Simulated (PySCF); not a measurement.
From one molecule to another.

First species: BH2(OH).
Geometry (PBE0-D3(BJ)/def2-SVP, Å), atoms numbered from 1 in this order:
```xyz
5
BH3O angstrom
B      0.277    0.290   -0.114
H      1.443    0.400   -0.414
H     -0.481    1.238   -0.078
O     -0.152   -0.949    0.189
H     -1.087   -0.979    0.416
```

Second species: SiH(NHiPr)3, C9H25N3Si.
SMILES: `[H][Si](NC(C)C)(NC(C)C)NC(C)C`

Levels: CAM-B3LYP/def2-SVPD for HOMO energy, LUMO energy, HOMO–LUMO gap and static isotropic polarisability; TDDFT CAM-B3LYP/def2-SVPD for lowest singlet excitation; TDA CAM-B3LYP/def2-SVPD for lowest triplet excitation (Tamm–Dancoff). Geometries: PBE0-D3(BJ)/def2-SVP. Each species is one conformer at its optimised geometry, gas phase, non-relativistic unless stated; the electronic structure was computed with PySCF and density fitting.

Which of the two has the higher S1 energy, and by how much?

The first: 6.45 eV against 6.02 eV, a difference of 0.43 eV.

Which has the higher LUMO energy?

The second: 1.21 eV against 0.64 eV, a difference of 0.57 eV.

Which has the higher static isotropic polarisability?

The second: 157.5 au against 21.4 au, a difference of 136.1 au.

Which of the two has the higher HOMO energy, and by how much?

The second: -7.55 eV against -10.36 eV, a difference of 2.81 eV.

Which has the higher HOMO–LUMO gap?

The first: 11.00 eV against 8.76 eV, a difference of 2.24 eV.

On the first: In wavenumbers S1 is 52000 cm⁻¹ (1 eV = 8065.54 cm⁻¹). S1 lies 4.55 eV below the HOMO–LUMO gap; its leading configuration is HOMO→LUMO, weight 0.98.

On the second: The vertical singlet–triplet gap S1 − T1 is 0.18 eV (TDDFT singlet less Tamm–Dancoff triplet; S1: HOMO→LUMO, weight 0.62; T1: HOMO→LUMO, weight 0.54). The polarisability is 23.34 Å³ as a volume (1 au = 0.148185 Å³), or 1.38 au for each of the 114 electrons.
